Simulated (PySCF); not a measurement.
BrH3MgOSi, SMILES [SiH3][O][Mg][Br].

The structure is a stationary point at r2SCAN-D4/def2-SVP. The structure was generated by enumeration; whether it is a known compound was not checked. One conformer was computed; it need not be the lowest.

Two levels are set side by side: PBE/def2-TZVP (PySCF) and CAM-B3LYP/def2-TZVP (PySCF). Same geometry, gas phase. Differences are taken from unrounded values.

| quantity | PBE |
|---|---|
| orbital gap (eV) | 4.34 |
| highest occupied level (eV) | -6.86 |
| lowest empty level (eV) | -2.53 |
| dipole moment (D) | 0.03 |
| mean polarisability (bohr³) | 73.2 |

Question: These are the PBE values. What does CAM-B3LYP give? (An estimate is asked for; the answer gives what the named calculation found.)

Answer: 
```tsv
quantity	CAM-B3LYP	PBE minus CAM-B3LYP
orbital gap (eV)	8.66	-4.32
highest occupied level (eV)	-9.69	2.83
lowest empty level (eV)	-1.04	-1.49
dipole moment (D)	0.24	-0.22
mean polarisability (bohr³)	67.4	5.8
```

Without exact exchange PBE keeps part of each electron's self-repulsion, which lifts occupied levels and narrows the gap. PBE's more diffuse valence density responds more strongly to a field. Differences between two approximate levels are no errors against the true value.

Rough cost on one machine, each run with all the roots and properties that it gave: CAM-B3LYP against PBE within a factor of 2.
